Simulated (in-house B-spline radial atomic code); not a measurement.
Ionisation energies along the 8-electron series, configuration [He] 2s2 2p4, as differences of self-consistent energies. Dirac energy differences include first-order Breit, QED and recoil terms. NIST's values go from ground level to ground level; the uncertainty of those that are theory runs from under 0.1 % in few-electron ions to several per cent in heavy many-electron ones. Computed with a B-spline radial code for spherical atoms: Dirac-Hartree-Fock, average of the configuration, finite nuclei.

```tsv
ion	configuration after	ionisation energy (eV)	IE/(q+1)² (eV)	Breit and QED recoil part (eV)	tabulated value (eV)	computed minus tabulated (eV)
Hf64+	[He] 2s2 2p3	15767.1	3.7319	-25.396	15351	416
Ta65+	[He] 2s2 2p3	16263.8	3.7336	-26.633	15820	444
W66+	[He] 2s2 2p3	16769.3	3.7356	-27.914	16252	517
Re67+	[He] 2s2 2p3	17283.6	3.7378	-29.241	16780	504
Os68+	[He] 2s2 2p3	?	?	?	?	?
Ir69+	[He] 2s2 2p3	18339.5	3.7428	-32.039	17770	569
Pt70+	[He] 2s2 2p3	18881.1	3.7455	-33.513	18280	601
Au71+	[He] 2s2 2p3	?	?	?	?	?
Hg72+	[He] 2s2 2p3	19992.3	3.7516	-36.617	19310	682
Tl73+	[He] 2s2 2p3	?	?	?	?	?
Pb74+	[He] 2s2 2p3	21141.4	3.7585	-39.941	20380	761
```

(1) Fill in the row of Os68+.

(2) Fill in the row of Au71+.

(3) Fill in the row of Tl73+.

Where a p, d or f electron is removed, the computed value is a mean over both j, so it misses the tabulated one by a part of the spin-orbit splitting; averaging over terms and missing correlation add to the gap, relatively most at low charge.

Answers

(1) ionisation energy (eV): 17807.0; IE/(q+1)² (eV): 3.7402; Breit and QED recoil part (eV): -30.616; tabulated value (eV): 17270; computed minus tabulated (eV): 537.

(2) ionisation energy (eV): 19432.0; IE/(q+1)² (eV): 3.7485; Breit and QED recoil part (eV): -35.038; tabulated value (eV): 18790; computed minus tabulated (eV): 642.

(3) ionisation energy (eV): 20562.1; IE/(q+1)² (eV): 3.7549; Breit and QED recoil part (eV): -38.251; tabulated value (eV): 19840; computed minus tabulated (eV): 722.
